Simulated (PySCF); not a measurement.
Ga(F)(SiH3)2 (FGaH6Si2), SMILES [Ga]([F])([SiH3])[SiH3]. Heavy atoms are numbered as in [Ga:1]([F:2])([SiH3:3])[SiH3:7]. Hydrogens are named by the atom that carries them.

The structure is a stationary point at PBE-D3(BJ)/def2-SVP. The structure was generated by enumeration; whether it is a known compound was not checked.

All values below come from PBE/pcSseg-1 (PySCF).

GIAO shieldings, no solvent; atoms alike by connectivity are averaged. δ = σ(ref) − σ: ¹⁹F against CFCl3 (σ = 133.6 ppm); ²⁹Si against TMS (σ = 335.4 ppm); ¹H against TMS (σ = 31.49 ppm), references at their B3LYP-D3(BJ)/def2-TZVP geometries, non-relativistic.

```csv
nucleus,atoms,count,δ (ppm)
¹⁹F,F2,1,-13.0
²⁹Si,Si3 (SiH3),2,-114.6
¹H,H on Si3,6,3.96
```
